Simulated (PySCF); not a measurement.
**Spin-rotation constants: `C#C[C@H](C)CCOBF`, C6H10BFO**

Molfile (atoms numbered from 1):
```
C6H10BFO
     RDKit          3D

 19 18  0  0  0  0  0  0  0  0999 V2000
   -2.9338   -1.7547   -0.1685 C   0  0  0  0  0  0  0  0  0  0  0  0
   -1.9633   -1.0863    0.0387 C   0  0  0  0  0  0  0  0  0  0  0  0
   -0.7970   -0.2495    0.2685 C   0  0  2  0  0  0  0  0  0  0  0  0
   -1.2328    1.2147    0.3778 C   0  0  0  0  0  0  0  0  0  0  0  0
    0.2144   -0.4847   -0.8658 C   0  0  0  0  0  0  0  0  0  0  0  0
    1.5693    0.1788   -0.6184 C   0  0  0  0  0  0  0  0  0  0  0  0
    2.2176   -0.4091    0.4998 O   0  0  0  0  0  0  0  0  0  0  0  0
    2.3736    0.1662    1.6736 B   0  0  0  0  0  0  0  0  0  0  0  0
    1.9459    1.4152    1.8982 F   0  0  0  0  0  0  0  0  0  0  0  0
   -3.7816   -2.3483   -0.3394 H   0  0  0  0  0  0  0  0  0  0  0  0
   -0.3386   -0.5575    1.2173 H   0  0  0  0  0  0  0  0  0  0  0  0
   -0.4036    1.8434    0.6902 H   0  0  0  0  0  0  0  0  0  0  0  0
   -1.6103    1.5714   -0.5787 H   0  0  0  0  0  0  0  0  0  0  0  0
   -2.0261    1.3100    1.1161 H   0  0  0  0  0  0  0  0  0  0  0  0
   -0.1931   -0.0983   -1.8022 H   0  0  0  0  0  0  0  0  0  0  0  0
    0.3731   -1.5595   -0.9792 H   0  0  0  0  0  0  0  0  0  0  0  0
    2.2220    0.0085   -1.4813 H   0  0  0  0  0  0  0  0  0  0  0  0
    1.4530    1.2563   -0.4686 H   0  0  0  0  0  0  0  0  0  0  0  0
    2.9016   -0.4073    2.5447 H   0  0  0  0  0  0  0  0  0  0  0  0
  1  2  3  0
  2  3  1  0
  3  4  1  0
  3  5  1  0
  5  6  1  0
  6  7  1  0
  7  8  1  0
  8  9  1  0
  1 10  1  0
  3 11  1  1
  4 12  1  0
  4 13  1  0
  4 14  1  0
  5 15  1  0
  5 16  1  0
  6 17  1  0
  6 18  1  0
  8 19  1  0
M  END
```

Computed, not measured: PySCF, GIAO HF/pcSseg-1 magnetisability, rotational g tensor and spin-rotation constants, non-relativistic, gas phase. Geometry: GFN2-xTB.

Question: Give the nuclear spin-rotation constants along the inertial axes (H = +C I·J) beside the isotropic shieldings.

Answer: Rotational constants 2.9336, 0.8724, 0.7953 GHz. A star marks the isotopologue with that one atom substituted, in its own axes.
```
atom  isotope  Caa (kHz)  Cbb (kHz)  Ccc (kHz)  mean (kHz)  σ (ppm)
  B8      11B      0.555      0.214      0.173       0.314     90.3
  F9      19F      1.869      0.998      0.812       1.226    308.7
 H10       1H      0.017     -0.098     -0.086      -0.056     30.1
 H11       1H     -0.202     -0.093     -0.016      -0.103     30.2
 H12       1H      0.021     -0.084     -0.085      -0.049     30.5
 H13       1H     -0.267     -0.096     -0.007      -0.123     31.2
 H14       1H     -0.253     -0.019     -0.072      -0.115     30.6
 H15       1H     -0.247     -0.103     -0.004      -0.118     30.9
 H16       1H     -0.292     -0.021     -0.050      -0.121     29.9
 H17       1H     -0.273      0.011     -0.063      -0.108     28.3
 H18       1H     -0.271     -0.009     -0.041      -0.107     27.9
 H19       1H     -0.187     -0.086      0.013      -0.087     28.4
  C1     13C*      0.228      0.265      0.224       0.239    114.7
  C2     13C*     -0.007      0.319      0.291       0.201    101.4
  C3     13C*      0.382      0.111      0.105       0.199    176.0
  C4     13C*      0.430      0.112      0.103       0.215    172.9
  C5     13C*      0.473      0.146      0.129       0.249    153.8
  C6     13C*      0.547      0.195      0.124       0.289    136.1
  O7     17O*     -0.192     -0.136     -0.150      -0.159    229.7
```
For the geometry as given, no vibrational averaging.
